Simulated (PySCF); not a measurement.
Species: C7H12N (doublet state).
Z-matrix (Å and degrees, GFN2-xTB geometry), rows numbered from 1:
```
C 
C   1  1.3746
C   2  1.3890  1  123.68
C   3  1.4855  2  124.99  1    -0.57
C   2  1.4852  1  119.19  3   179.37
C   5  1.3257  2  121.05  1   130.75
C   5  1.5162  2  115.68  1   -50.17
N   7  1.4485  5  117.01  2  -167.02
H   1  1.0740  2  121.63  3     0.39
H   1  1.0736  2  121.53  3   178.77
H   3  1.0793  2  118.04  1   177.07
H   4  1.0875  3  110.60  2  -161.63
H   4  1.0938  3  110.60  2    79.14
H   4  1.0890  3  111.46  2   -40.25
H   6  1.0765  5  121.48  2    -1.79
H   6  1.0780  5  122.77  2   179.34
H   7  1.0956  5  108.35  2   -45.06
H   7  1.0952  5  108.93  2    71.18
H   8  1.0142  7  110.26  5   -62.17
H   8  1.0148  7  110.08  5    56.66
```

The hyperfine couplings belong to this conformer and change with its torsions.

Identity: `C=C([CH]C)C(=C)CN` [radical].

Level of theory: UKS B3LYP, pcH-1 on C H N, non-relativistic, mean-field spin-orbit, GIAO (PySCF). The structure is a single GFN2-xTB conformer in the gas phase; no vibrational or solvent corrections. Couplings are sensitive to structure, and on GFN2-xTB geometries they can be far from those on DFT ones. The frame is twisted about the C2–C5 bond at this geometry (dihedral C3–C2–C5–C6 = -50°); couplings at other torsion angles weren't computed. The SCF solution wasn't tested for stability. ⟨S²⟩ is 0.778 where a pure state has 0.75.

Task: What is the g tensor, term by term?

Result: 
```
                    Δg (ppm)     1     2     3
relativistic mass correction  -135  -135  -135
            gauge correction     1    32    33
   orbital Zeeman/spin–orbit     6   555   688
                       total  -128   451   587
```

So g = 2.00219, 2.00277, 2.00291 and g_iso = 2.00262; the tensor is rhombic: the two nearest values differ by 19 % of g3 − g1. Axes: g2 points within 9° of the C1–H9 bond.

Task: At 9.688 GHz, how far is the centre of the isotropic spectrum from where a free electron (g = 2.002319) resonates?

Result: B = hν/(g μB) with μB/h = 13.99624 MHz/mT gives 345.69 mT for the free electron and 345.64 mT at g_iso, 0.05 mT lower.

Task: How much does each term add to the isotropic shift?

Result: The orbital-Zeeman/spin–orbit term 416, the mass correction -135 and the gauge correction 22 ppm, for a total of 303 ppm. The orbital-Zeeman/spin–orbit term is the largest in size. The mass correction is the same along every axis, so the anisotropy comes from the other two: their spans along these axes are 32 (gauge) and 682 ppm (orbital Zeeman/spin–orbit).

Task: What are the electron Larmor frequencies g μB B/h along the three axes at 330 mT?

Result: 9.2476, 9.2503, 9.2509 GHz for g1, g2 and g3, a range of 3.3 MHz.

Task: In a frozen sample, at which fields do the three g values resonate at 9.5, 34, 94 and 263 GHz (hyperfine left aside), and which band first spreads them over more than twice a line width of 0.3 mT?

Result: 
```csv
band,GHz,B(g3) mT,B(g2) mT,B(g1) mT,spread mT
X,9.5,338.88,338.91,339.01,0.12
Q,34.0,1212.85,1212.93,1213.28,0.43
W,94.0,3353.17,3353.40,3354.37,1.20
J,263.0,9381.75,9382.38,9385.09,3.35
```

The spread grows in proportion to the frequency. W band is the first where it exceeds 0.6 mT.

The largest Mulliken spin populations are on C3 (+0.68), C1 (+0.66) and C2 (-0.26). The angles at C3 add up to 360.0°, so it is planar; its axial dipolar tensor and the negative coupling of its proton fit spin in a p orbital normal to that plane.

The HOMO–LUMO gaps are 5.15 eV among the α and 4.21 eV among the β orbitals.
